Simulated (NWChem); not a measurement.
Species: C$_{2}$H$_{3}$F$_{2}$NSi; SMILES [SiH3]C(F)(F)C#N

Question: Give the equilibrium geometry at B3LYP/6-31G* (spherical d) (NWChem) as an XYZ file, with the point group.

Answer: point group Cs; any orientation.
```
9

N     -0.9971    -2.3609     0.0000
C     -0.3496    -1.3985     0.0000
C      0.3734    -0.1105     0.0000
F      1.1840    -0.0711    -1.1089
F      1.1840    -0.0711     1.1089
Si    -0.7813     1.4468     0.0000
H     -1.6139     1.3991    -1.2237
H      0.1222     2.6194     0.0000
H     -1.6139     1.3991     1.2237
```
